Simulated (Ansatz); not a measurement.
```yaml
crystal:
  periodic: [false, false, false]
  atoms:
    - {symbol: B, position_ang: [3.551394, 2.495075, -1.971880]}
    - {symbol: O, position_ang: [1.629355, 2.381073, 0.362465]}
    - {symbol: C, position_ang: [-0.380746, 0.305096, 0.752344]}
    - {symbol: O, position_ang: [-1.718108, -0.726895, -1.418226]}
    - {symbol: Al, position_ang: [-3.226918, -2.548246, 2.183510]}
    - {symbol: H, position_ang: [4.930306, 4.710304, -2.191458]}
    - {symbol: H, position_ang: [3.819669, 0.406397, -3.532903]}
    - {symbol: H, position_ang: [-2.070540, -5.785398, 2.656819]}
    - {symbol: H, position_ang: [-6.339933, -1.339266, 3.121488]}
basis:
  gaussian: {orbitals: def2-TZVP, final_grid: {core_spheres: 8, valence_spheres: 7, degree: 23}}
magnetization: {spin_polarized: true, initial_magnetization: 0}
hamiltonian: {xc: {name: revPBE}, dispersion: d3bjatm}
accuracy: high
output: {forces: true}
```

```sh
$ ansatz run in.yaml --threads 2 --pin off --events-out ev --progress --plain --max-ram 4352MiB
```

It prints (some lines left out):

```
Functional definition: revPBE
2819 factors; integrals over basis functions are off by at most 3.1e-7 eV
mean field evaluation 1: about -12371.3694 eV, gradient 9.8e1 eV
mean field evaluation 2: about -11513.0217 eV, gradient 1.6e2 eV
mean field evaluation 4: about -12195.0673 eV, gradient 1.4e2 eV
mean field evaluation 8: about -12433.7266 eV, gradient 3.2e0 eV
mean field evaluation 16: about -12434.3419 eV, gradient 6.0e0 eV
mean field evaluation 32: about -12437.9560 eV, gradient 3.3e-1 eV
mean field evaluation 160: about -12434.4994 eV, gradient 9.0e0 eV
mean field evaluation 192: about -12437.8901 eV, gradient 2.4e0 eV
mean field evaluation 224: about -12433.2989 eV, gradient 5.9e0 eV
mean field evaluation 256: about -12437.6826 eV, gradient 2.4e0 eV
mean field evaluation 288: about -12437.9652 eV, gradient 7.0e-1 eV
mean field -12438.04419829 eV, -457.0896934781 hartree, gradient 3.5e-8 eV, S^2 4.218943; 12 other end points of the search recorded, 0 dependent functions left out
reference -12438.04420646 eV, -457.0896937784 hartree; 22, 22 occupied and 163, 163 virtual orbitals, 2819 factors
Total energy: -12438.30069396 eV, -457.0991195201 hartree
Atom 0 at     3.551394     2.495075    -1.971880 Å, force     0.051477    -0.008572    -0.049081 eV/Å
Atom 1 at     1.629355     2.381073     0.362465 Å, force    -0.095414    -0.480285    -0.350602 eV/Å
Atom 2 at    -0.380746     0.305096     0.752344 Å, force    -0.165779    -0.023356    -0.903538 eV/Å
Atom 3 at    -1.718108    -0.726895    -1.418226 Å, force     0.426006     0.264309     1.146264 eV/Å
Atom 4 at    -3.226918    -2.548246     2.183510 Å, force     0.317310     0.030844    -0.309728 eV/Å
Atom 5 at     4.930306     4.710304    -2.191458 Å, force    -0.386620    -0.560107     0.096744 eV/Å
Atom 6 at     3.819669     0.406397    -3.532903 Å, force    -0.097910     0.514335     0.426783 eV/Å
Atom 7 at    -2.070540    -5.785398     2.656819 Å, force    -0.110329     0.292497    -0.041437 eV/Å
Atom 8 at    -6.339933    -1.339266     3.121488 Å, force     0.061260    -0.029664    -0.015405 eV/Å
Dipole moment:    -1.433988    -1.161224     1.213595 e Å
```

In this input the geometry is stretched to more than twice its size. Self-consistency was reached. The result belongs to that input, not to the molecule as meant.
